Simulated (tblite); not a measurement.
Parent: `[F:1][Si@@H:2]([CH2:3][CH2:4][SiH3:5])[P:6]([SiH3:7])[SiH3:8]` with F1–Si2–C3–C4 86°, Si2–C3–C4–Si5 -70°, F1–Si2–P6–Si7 168°, C2H14FPSi4.

The geometries are computed with GFN2-xTB (gas phase). One conformer each, not checked by frequencies here.

```csv
coordinate of the parent,value
F1–Si2,1.618 Å
Si2–C3,1.898 Å
C3–C4,1.529 Å
C4–Si5,1.904 Å
Si2–P6,2.219 Å
P6–Si7,2.225 Å
P6–Si8,2.229 Å
F1–Si2–C3,109.2°
F1–Si2–P6,106.4°
C3–Si2–P6,111.1°
Si2–C3–C4,114.4°
C3–C4–Si5,114.0°
Si2–P6–Si7,99.9°
Si2–P6–Si8,100.3°
Si7–P6–Si8,103.0°
```

**Question.** How does the shared frame change in `[SiH3:1][CH2:2][CH2:3][SiH2:4][P:5]([SiH3:6])[SiH3:7]` with Si1–C2–C3–Si4 -172°, C2–C3–Si4–P5 47°, C3–Si4–P5–Si6 58°, C2H15PSi4? Atoms pair as Si2 = Si4, C3 = C3, C4 = C2, Si5 = Si1, P6 = P5, Si7 = Si6, Si8 = Si7 (parent first).

**Answer.** 
```
    parent    relative  value in the relative  change
    Si2–C3      Si4–C3                1.904 Å  +0.006
     C3–C4       C3–C2                1.527 Å  -0.002
    C4–Si5      C2–Si1                1.899 Å  -0.005
    Si2–P6      Si4–P5                2.231 Å  +0.012
    P6–Si7      P5–Si6                2.224 Å  -0.001
    P6–Si8      P5–Si7                2.221 Å  -0.008
 C3–Si2–P6   C3–Si4–P5                 107.5°    -3.6
 Si2–C3–C4   Si4–C3–C2                 112.0°    -2.4
 C3–C4–Si5   C3–C2–Si1                 112.8°    -1.2
Si2–P6–Si7  Si4–P5–Si6                 102.4°    +2.5
Si2–P6–Si8  Si4–P5–Si7                 101.1°    +0.8
Si7–P6–Si8  Si6–P5–Si7                 101.8°    -1.2
```

Of the parent's bonds, Si2–P6 changes most (+0.012 Å). Point group C1 → C1.
